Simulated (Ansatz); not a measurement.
C₆H₁₆BNSi (`BN(CC=C)[Si](C)(C)C`). Charge 0, multiplicity 1. The geometry is a stationary point of PBE0-D4/def2-TZVP. It is one conformer, not always the lowest.

```xyz
25

B    -0.421    0.122    2.422
N    -0.223   -0.302    1.110
C    -0.945   -1.470    0.603
C    -2.044   -1.108   -0.345
C    -2.201   -1.630   -1.552
Si    0.817    0.603   -0.014
C     2.211    1.405    0.933
C    -0.187    1.907   -0.899
C     1.527   -0.605   -1.253
H     0.135    1.104    2.824
H    -1.154   -0.500    3.142
H    -1.374   -1.992    1.464
H    -0.256   -2.166    0.114
H    -2.751   -0.366    0.023
H    -1.507   -2.368   -1.943
H    -3.032   -1.351   -2.190
H     2.753    0.674    1.537
H     1.858    2.196    1.596
H     2.919    1.849    0.226
H    -0.635    2.601   -0.183
H     0.443    2.486   -1.580
H    -0.992    1.454   -1.483
H     2.069   -1.417   -0.760
H     0.754   -1.042   -1.889
H     2.234   -0.084   -1.904
```

(1) What is the dipole moment at B3LYP/def2-TZVPP? (Best estimate.)

(2) And with PBE, r2SCAN, ωB97M-V? (Estimate.)

(3) Give the Mulliken charges with B3LYP, PBE, ωB97M-V in def2-TZVPP. (Best estimate.)

Results:

(1) Computed: 1.69 D, with components (0.29, -0.37, -1.63) D in this frame, pointing from negative to positive charge.

(2) Computed: PBE 1.82 D, r2SCAN 1.75 D, ωB97M-V 1.70 D.

(3) Computed: 
```json
{"atom": "B1", "B3LYP": "-0.16", "PBE": "-0.19", "ωB97M-V": "-0.19"}
{"atom": "N2", "B3LYP": "-0.12", "PBE": "0.00", "ωB97M-V": "-0.16"}
{"atom": "C3", "B3LYP": "0.00", "PBE": "0.01", "ωB97M-V": "-0.14"}
{"atom": "C4", "B3LYP": "-0.16", "PBE": "-0.15", "ωB97M-V": "-0.13"}
{"atom": "C5", "B3LYP": "-0.22", "PBE": "-0.20", "ωB97M-V": "-0.21"}
{"atom": "Si6", "B3LYP": "0.50", "PBE": "0.36", "ωB97M-V": "0.44"}
{"atom": "C7", "B3LYP": "-0.40", "PBE": "-0.38", "ωB97M-V": "-0.46"}
{"atom": "C8", "B3LYP": "-0.38", "PBE": "-0.36", "ωB97M-V": "-0.42"}
{"atom": "C9", "B3LYP": "-0.40", "PBE": "-0.37", "ωB97M-V": "-0.46"}
{"atom": "H10", "B3LYP": "0.01", "PBE": "-0.01", "ωB97M-V": "0.05"}
{"atom": "H11", "B3LYP": "0.00", "PBE": "-0.01", "ωB97M-V": "0.05"}
{"atom": "H12", "B3LYP": "0.08", "PBE": "0.07", "ωB97M-V": "0.11"}
{"atom": "H13", "B3LYP": "0.08", "PBE": "0.07", "ωB97M-V": "0.13"}
{"atom": "H14", "B3LYP": "0.11", "PBE": "0.10", "ωB97M-V": "0.13"}
{"atom": "H15", "B3LYP": "0.09", "PBE": "0.08", "ωB97M-V": "0.09"}
{"atom": "H16", "B3LYP": "0.11", "PBE": "0.10", "ωB97M-V": "0.11"}
{"atom": "H17", "B3LYP": "0.09", "PBE": "0.10", "ωB97M-V": "0.12"}
{"atom": "H18", "B3LYP": "0.10", "PBE": "0.10", "ωB97M-V": "0.12"}
{"atom": "H19", "B3LYP": "0.09", "PBE": "0.09", "ωB97M-V": "0.11"}
{"atom": "H20", "B3LYP": "0.10", "PBE": "0.10", "ωB97M-V": "0.12"}
{"atom": "H21", "B3LYP": "0.09", "PBE": "0.09", "ωB97M-V": "0.11"}
{"atom": "H22", "B3LYP": "0.10", "PBE": "0.10", "ωB97M-V": "0.12"}
{"atom": "H23", "B3LYP": "0.10", "PBE": "0.10", "ωB97M-V": "0.12"}
{"atom": "H24", "B3LYP": "0.10", "PBE": "0.10", "ωB97M-V": "0.12"}
{"atom": "H25", "B3LYP": "0.09", "PBE": "0.10", "ωB97M-V": "0.12"}
```

B3LYP here is the variant with VWN-RPA as its local correlation; programs differ in this.
